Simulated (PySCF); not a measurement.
A PySCF script (with the pyscf-properties extension) for the NMR shieldings of `C=CC#C[C@@H]1CS[SiH2]S1`, C6H8S2Si, on a GFN2-xTB geometry:

```python
import basis_set_exchange as bse
import numpy as np
from pyscf import gto, dft
from pyscf.prop import nmr

atoms = """
C     3.837405   -0.928326   -0.712258
C     3.227044    0.040993   -0.040272
C     1.844805    0.297588   -0.138628
C     0.672553    0.559015   -0.228909
C    -0.742249    0.815047   -0.305090
C    -1.256016    1.376243    1.010048
S    -3.046883    1.714575    0.937178
Si   -3.563589   -0.109150   -0.065864
S    -1.632979   -0.770261   -0.707423
H     4.895254   -1.101317   -0.614015
H     3.294534   -1.578035   -1.377942
H     3.771649    0.692501    0.632469
H    -0.959154    1.501373   -1.129672
H    -0.771100    2.327908    1.229203
H    -1.064473    0.679643    1.827145
H    -4.098064   -1.086703    0.863814
H    -4.415735    0.230397   -1.189693
"""
names = dict.fromkeys(["C", "S", "Si", "H"], "pcSseg-1")
basis = {el: gto.basis.parse(bse.get_basis(n, elements=[el], fmt="nwchem")) for el, n in names.items()}
mol = gto.M(atom=atoms, basis=basis, charge=0, verbose=0)
mf = dft.RKS(mol, xc="PBE0")
mf.grids.level = 2
mf.grids.alignment = dft.numint.BLKSIZE   # the property module wants whole blocks of grid points
mf.conv_tol = 1e-9
mf.kernel()

calc = nmr.RKS(mf)   # GIAO
C = mf.mo_coeff
Co = C[:, mf.mo_occ > 0]
resp = mf.gen_response(singlet=True, hermi=2)
def vind(x):   # induced exchange potential for any number of trial vectors
    d = np.einsum("pi,xij,qj->xpq", C, 2 * x.reshape(-1, C.shape[1], Co.shape[1]), Co, optimize=True)
    return np.einsum("xpq,pi,qj->xij", resp(d - d.transpose(0, 2, 1)), C, Co, optimize=True).ravel()
mo1, _ = nmr.rhf.solve_mo1(calc, with_cphf=vind)
sigma = calc.kernel(mo1)
for i, s in enumerate(sigma):   # ppm
    print("%2d %-2s %9.2f" % (i, mol.atom_pure_symbol(i), np.trace(s) / 3))
```

Question: Give the expected output.

Answer: 
```
 0 C      49.65
 1 C      63.04
 2 C      93.51
 3 C      91.21
 4 C     138.10
 5 C     140.77
 6 S     642.58
 7 Si    351.18
 8 S     574.97
 9 H      25.83
10 H      25.58
11 H      25.63
12 H      27.55
13 H      28.64
14 H      28.85
15 H      26.11
16 H      26.22
```

These numbers come from an equivalent density-fitted implementation of the same equations, which agrees with the script to about 0.01 ppm for H and up to a few tenths of a ppm for heavy atoms, so last digits may differ.

Question: Turn these shieldings into chemical shifts. References, each an isolated molecule treated in the same way: $^{13}$C (σref 186.93), $^{29}$Si (σref 349.16), $^{1}$H (σref 31.72) against TMS; $^{33}$S (σref 503.73) vs CS2.

Answer: Averaging equivalent atoms: C 0: 137.3; C 1: 123.9; C 3: 95.7; C 2: 93.4; C 4: 48.8; C 5: 46.2; S 8: -71; S 6: -139; Si 7: -2.0; H 10: 6.14; H 11: 6.09; H 9: 5.89; H 15: 5.60; H 16: 5.50; H 12: 4.16; H 13: 3.08; H 14: 2.87 ppm. 

Size and cost of the density-fitted run: 214 basis functions, 48 s wall time on 1 thread of an x86-64 server CPU, shared host.
